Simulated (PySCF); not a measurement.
ClSi, SMILES [Si]Cl (connectivity only; charge and spin as stated), charge +1, multiplicity 1.

Geometry optimised at PBE-D3(BJ)/def2-TZVPD.

Computed with PBE/def2-TZVPD (PySCF).

The total energy comes out as -749.08137 hartree. The point group is C∞v and the highest occupied level is -15.04 eV. The lowest empty level is -10.50 eV and the orbital gap comes out as 4.54 eV. The dipole moment about the centre of nuclear charge is 3.16 D, the mean static polarisability is 32.4 bohr³ (4.81 Å³) and the polarisability, principal values is 26.9, 26.9, 43.4 bohr³.
